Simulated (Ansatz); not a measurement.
Consider the hydrogenolysis of the Si–C bond: `C=C[SiH2]O[SiH](F)F` + H₂ → `F[SiH](F)O[SiH3]` + `C=C`.

Computed with Ansatz on PBE0-D4/def2-TZVP structures; ΔE is electronic, products minus reactants. CBS: MP2 limit from def2 TZ/QZ plus the TZ coupled-cluster correction, frozen cores. This one scheme is used for every species. Functionals use def2-TZVPP. B3LYP here is the variant with VWN-RPA as its local correlation; programs differ in this. Each species was taken in one conformer, which may not be the lowest.

| level | ΔE (kJ/mol) | difference from CCSD(T)/CBS |
| --- | --- | --- |
| r2SCAN-D4 | -5.6 | 4.5 |
| B3LYP-D4 | -9.2 | 0.9 |
| ωB97M-V | -10.0 | 0.1 |
| B2PLYP | -17.7 | -7.6 |
| PBE | -13.8 | -3.7 |
| r2SCAN | -8.4 | 1.7 |
| PBE0 | -16.8 | -6.7 |
| B3LYP | -23.7 | -13.6 |
| HF/def2-TZVPP | -37.8 | -27.7 |
| MP2/def2-TZVPP | -7.2 | 2.9 |
| CCSD/def2-TZVPP | -18.0 | -7.9 |
| CCSD(T)/def2-TZVPP | -12.7 | -2.6 |
| HF/def2-QZVPP | -38.0 | -27.9 |
| HF/CBS(def2) | -38.0 | -27.9 |
| MP2/CBS(def2) | -4.6 | 5.5 |
| CCSD/CBS(def2) | -15.4 | -5.3 |
| CCSD(T)/CBS | -10.1 | 0 |

Largest T1 diagnostic among the species: 0.012.

The D4 term adds +14.5 kJ/mol with B3LYP and +8.3 kJ/mol with PBE0; it sums over pairs of atoms, weighted by their polarisabilities, and B3LYP, whose exchange is more repulsive, gets the larger term. From PBE to PBE0 (25 % exact exchange), in def2-TZVPP and without D4, ΔE moves by −3.0 kJ/mol.
